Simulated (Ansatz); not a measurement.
Cartesian coordinates (Å):
```xyz
8

C     -1.4777     0.0789    -0.5365
Si    -0.2048    -0.3351     0.5186
C      1.5581     0.1329     0.1949
S      2.0549     0.9663    -1.0976
H     -2.5052    -0.2010    -0.3364
H     -1.3024     0.6388    -1.4477
H     -0.4213    -1.0986     1.7680
H      2.2985    -0.1822     0.9365
```
Charge 0, spin multiplicity 1.

Level of theory: frozen-core CCSD(T)/def2-TZVPP // PBE0-D3(BJ)/def2-TZVP run with Ansatz (an electronic-structure program). The restricted HF reference is unstable towards unrestricted orbitals.

```
Item                            Value
----------------------  -------------
HF energy               -764.48606 Ha
MP2 correlation energy    -0.61411 Ha
```

Task: Estimate the CCSD correlation energy, the (T) correction, the total energy and the T1 diagnostic.

Result: 
The CCSD correlation energy is -0.65523 Ha, the (T) correction is -0.03588 Ha and the CCSD(T) total energy is -765.17717 Ha. The T1 diagnostic is 0.016.
